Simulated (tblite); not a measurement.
Species: C₅H₁₀N₂SSi.
Numbering: `[H]/[N:5]=[C:4](\[CH2:3][C:2]#[N:1])[CH2:6][CH2:7][S:8][SiH3:9]` (hydrogens: H10, H11 on C3; H12 on N5; H13, H14 on C6; H15, H16 on C7; H17, H18, H19 on Si9)

A start from a force field or distance geometry was refined with GFN2-xTB geometry optimisation, gas phase (tblite 0.8.0). Values at the start:

```json
{"coordinate": "N1≡C2", "start": "1.167 Å"}
{"coordinate": "C2–C3", "start": "1.459 Å"}
{"coordinate": "C3–C4", "start": "1.526 Å"}
{"coordinate": "C3–H10", "start": "1.103 Å"}
{"coordinate": "C4=N5", "start": "1.296 Å"}
{"coordinate": "C4–C6", "start": "1.510 Å"}
{"coordinate": "N5–H12", "start": "1.024 Å"}
{"coordinate": "C6–C7", "start": "1.518 Å"}
{"coordinate": "C6–H13", "start": "1.085 Å"}
{"coordinate": "C7–S8", "start": "1.829 Å"}
{"coordinate": "C7–H15", "start": "1.089 Å"}
{"coordinate": "S8–Si9", "start": "2.153 Å"}
{"coordinate": "Si9–H17", "start": "1.488 Å"}
{"coordinate": "N1–C2–C3", "start": "178.1°"}
{"coordinate": "C2–C3–C4", "start": "109.3°"}
{"coordinate": "C3–C4–N5", "start": "121.4°"}
{"coordinate": "C3–C4–C6", "start": "119.3°"}
{"coordinate": "C4–C6–C7", "start": "112.3°"}
{"coordinate": "N5–C4–C6", "start": "119.3°"}
{"coordinate": "C6–C7–S8", "start": "111.1°"}
{"coordinate": "C7–S8–Si9", "start": "102.5°"}
{"coordinate": "C2–C3–C4–N5", "start": "105°"}
{"coordinate": "C3–C4–C6–C7", "start": "-108°"}
{"coordinate": "C4–C6–C7–S8", "start": "72°"}
{"coordinate": "C6–C7–S8–Si9", "start": "180°"}
```

Task: How do these coordinates change at the GFN2-xTB level?

Result: 
```json
{"coordinate": "C4=N5", "GFN2-xTB (Å or °)": "1.253", "change": "-0.043"}
{"coordinate": "Si9–H17", "GFN2-xTB (Å or °)": "1.458", "change": "-0.030"}
{"coordinate": "N1≡C2", "GFN2-xTB (Å or °)": "1.143", "change": "-0.024"}
{"coordinate": "C2–C3", "GFN2-xTB (Å or °)": "1.438", "change": "-0.021"}
{"coordinate": "S8–Si9", "GFN2-xTB (Å or °)": "2.142", "change": "-0.011"}
{"coordinate": "C3–H10", "GFN2-xTB (Å or °)": "1.095", "change": "-0.008"}
{"coordinate": "C7–S8", "GFN2-xTB (Å or °)": "1.837", "change": "+0.008"}
{"coordinate": "C6–C7", "GFN2-xTB (Å or °)": "1.526", "change": "+0.008"}
{"coordinate": "N5–H12", "GFN2-xTB (Å or °)": "1.017", "change": "-0.007"}
{"coordinate": "C6–H13", "GFN2-xTB (Å or °)": "1.092", "change": "+0.007"}
{"coordinate": "C4–C6", "GFN2-xTB (Å or °)": "1.504", "change": "-0.006"}
{"coordinate": "C3–C4", "GFN2-xTB (Å or °)": "1.521", "change": "-0.005"}
{"coordinate": "C7–H15", "GFN2-xTB (Å or °)": "1.089", "change": "0.000"}
{"coordinate": "C3–C4–N5", "GFN2-xTB (Å or °)": "126.0", "change": "+4.6"}
{"coordinate": "C3–C4–C6", "GFN2-xTB (Å or °)": "115.3", "change": "-4.0"}
{"coordinate": "C7–S8–Si9", "GFN2-xTB (Å or °)": "100.0", "change": "-2.5"}
{"coordinate": "C4–C6–C7", "GFN2-xTB (Å or °)": "110.4", "change": "-1.9"}
{"coordinate": "C2–C3–C4", "GFN2-xTB (Å or °)": "109.9", "change": "+0.6"}
{"coordinate": "N5–C4–C6", "GFN2-xTB (Å or °)": "118.7", "change": "-0.6"}
{"coordinate": "N1–C2–C3", "GFN2-xTB (Å or °)": "178.5", "change": "+0.4"}
{"coordinate": "C6–C7–S8", "GFN2-xTB (Å or °)": "111.3", "change": "+0.2"}
{"coordinate": "C2–C3–C4–N5", "GFN2-xTB (Å or °)": "117", "change": "+12"}
{"coordinate": "C4–C6–C7–S8", "GFN2-xTB (Å or °)": "65", "change": "-7"}
{"coordinate": "C3–C4–C6–C7", "GFN2-xTB (Å or °)": "-102", "change": "+6"}
{"coordinate": "C6–C7–S8–Si9", "GFN2-xTB (Å or °)": "-175", "change": "+5"}
```

The energy falls by 0.244 eV over 101 L-BFGS steps, the largest force on an atom goes from 2.91 to 0.005 eV/Å, and the atoms move by 0.228 Å rms after alignment. The bond that changes most is C4=N5 (imine carbon to imine nitrogen), which shortens by 0.043 Å. Bonds longer at the end by more than 0.005 Å: 4 of 18; shorter: 12. Among the dihedrals that turn most is H11–C3–C4–N5, from -18° to -4°. Rotational constants go from 2637, 468.9, 441.5 to 2336, 533.5, 491.3 MHz.

The run took 1.0 s on one thread, Arm Neoverse V1 (aarch64), on a shared host.

Its GFN2-xTB frequencies are all real (lowest 16 cm⁻¹). One conformer, not necessarily the lowest. 3 starts were optimised and ended at 0.00, 0.94 and 0.97 kcal/mol (GFN2-xTB); the lowest of these is shown.

All values are computed, not measured.
